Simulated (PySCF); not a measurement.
BiF3, charge -1, doublet, at a GFN2-xTB geometry (such geometries of metal compounds can be far from the true shape) (a state made from the parent by changing its charge; the spin is typed, not shown lowest) (core potentials on Bi) (in this run its highest filled SCF level lies above zero, so its values depend strongly on the basis, on diffuse functions most of all); PySCF with DF-BLYP/def2-TZVP.

PySCF was given this input:
```python
from pyscf import gto, scf, dft

mol = gto.M(
    atom='''
Bi   -0.00000000    0.00000000   -0.00000000
F    -1.82625889   -1.38897808   -0.00746710
F    -0.28966236    2.27575214    0.03981639
F     2.11592124   -0.88677405   -0.03234929
''',
    basis='def2-tzvp',
    ecp={'Bi': 'def2-tzvp'},
    charge=-1,
    spin=1,
    verbose=4,
)

mf = dft.UKS(mol)
mf.xc = 'blyp'
mf = mf.density_fit(auxbasis='def2-universal-jkfit')
mf.kernel()
```

What does PySCF print? Leave out banner, timings and long lists.


```
PySCF version 2.14.0

[INPUT] verbose = 4
[INPUT] num. atoms = 4
[INPUT] num. electrons = 51
[INPUT] charge = -1
[INPUT] spin (= nelec alpha-beta = 2S) = 1
[INPUT] symmetry False subgroup None
[INPUT] Mole.unit = angstrom
[INPUT] Symbol           X                Y                Z      unit          X                Y                Z       unit  Magmom
[INPUT]  1 Bi     0.000000000000   0.000000000000   0.000000000000 AA    0.000000000000   0.000000000000   0.000000000000 Bohr   0.0
[INPUT]  2 F     -1.826258890000  -1.388978080000  -0.007467100000 AA   -3.451129134652  -2.624788164224  -0.014110773945 Bohr   0.0
[INPUT]  3 F     -0.289662360000   2.275752140000   0.039816390000 AA   -0.547382528995   4.300548271993   0.075242072369 Bohr   0.0
[INPUT]  4 F      2.115921240000  -0.886774050000  -0.032349290000 AA    3.998511644750  -1.675760088871  -0.061131298424 Bohr   0.0

nuclear repulsion = 175.579835939372
number of shells = 49
number of NR pGTOs = 229
number of NR cGTOs = 143
basis = def2-tzvp
ecp = {'Bi': 'def2-tzvp'}

******** <class 'pyscf.df.df_jk.DFUKS'> ********
method = DFUKS
initial guess = minao
damping factor = 0
level_shift factor = 0
DIIS = <class 'pyscf.scf.diis.CDIIS'>
diis_start_cycle = 1
diis_space = 8
diis_damp = 0
SCF conv_tol = 1e-09
SCF conv_tol_grad = None
SCF max_cycles = 50
direct_scf = False
number electrons alpha = 26  beta = 25
XC library pyscf.dft.libxc version 7.1.2
    S. Lehtola, C. Steigemann, M. J. T. Oliveira, and M. A. L. Marques,  SoftwareX 7, 1–5 (2018)
XC functionals = blyp
    A. D. Becke,  Phys. Rev. A 38, 3098 (1988)
    C. Lee, W. Yang, and R. G. Parr,  Phys. Rev. B 37, 785 (1988)
    B. Miehlich, A. Savin, H. Stoll, and H. Preuss,  Chem. Phys. Lett. 157, 200 (1989)
radial grids:
    Treutler-Ahlrichs [JCP 102, 346 (1995); DOI:10.1063/1.469408] (M4) radial grids

becke partition: Becke, JCP 88, 2547 (1988); DOI:10.1063/1.454033
pruning grids: <function nwchem_prune>
grids dens level: 3
symmetrized grids: False
atomic radii adjust function: <function treutler_atomic_radii_adjust>
small_rho_cutoff = 0
Set gradient conv threshold to 3.16228e-05
tot grids = 66232
init E= -479.775373951527

cycle= 1 E= -513.023898916603  delta_E= -33.2  |g|= 1.82  |ddm|= 8.01
cycle= 2 E= -512.404250092556  delta_E= 0.62  |g|= 2.41  |ddm|= 6.26
cycle= 3 E= -514.343918584592  delta_E= -1.94  |g|= 0.492  |ddm|= 3.49
cycle= 4 E= -514.334734368746  delta_E= 0.00918  |g|= 0.485  |ddm|= 0.511
cycle= 5 E= -514.406594228887  delta_E= -0.0719  |g|= 0.0886  |ddm|=  0.3
cycle= 6 E= -514.410257054829  delta_E= -0.00366  |g|= 0.00402  |ddm|= 0.0832
cycle= 7 E= -514.410263116303  delta_E= -6.06e-06  |g|= 0.00119  |ddm|= 0.00541
cycle= 8 E= -514.410263769308  delta_E= -6.53e-07  |g|= 0.000303  |ddm|= 0.00148
cycle= 9 E= -514.410263688113  delta_E= 8.12e-08  |g|= 0.000579  |ddm|= 0.000531
cycle= 10 E= -514.410263806539  delta_E= -1.18e-07  |g|= 3.36e-05  |ddm|= 0.000358
cycle= 11 E= -514.410263806982  delta_E= -4.43e-10  |g|= 7.18e-06  |ddm|= 2.7e-05
Extra cycle  E= -514.410263806874  delta_E= 1.07e-10  |g|= 1.96e-05  |ddm|= 1.4e-05
converged SCF energy = -514.410263806874  <S^2> = 0.75109081  2S+1 = 2.0010905
```
